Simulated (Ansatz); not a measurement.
CH6FInOSi. The species carries charge 0 and has multiplicity 1. Correlated methods include outer-core shells of In, which these sets cover unevenly. In takes the def2 core potential. The bonds changed during the relaxation, so this is another structure than the one it started from.

Cartesian coordinates in Å:
```
C -0.877 1.038 -0.432
Si -0.247 -0.361 0.640
F -1.082 -0.033 2.028
In 2.986 -0.671 0.230
O 1.089 -0.832 -0.767
H -1.086 0.699 -1.450
H -1.784 1.470 -0.006
H -0.124 1.828 -0.506
H 1.088 -0.141 1.386
H -0.767 -1.741 0.455
H 0.803 -1.256 -1.578
```

(1) Give the diagnostics of a CCSD(T)/def2-TZVPP run (frozen core, Ansatz). (Best estimate.)

Results:

(1) Computed: T1 = 0.0145, largest single amplitude 0.029, largest double 0.057, (T) share of the correlation energy 3.2 %, 11 CCSD cycles. The RHF solution is stable towards an unrestricted one. T1 lies under the customary mark of 0.02 for closed shells.
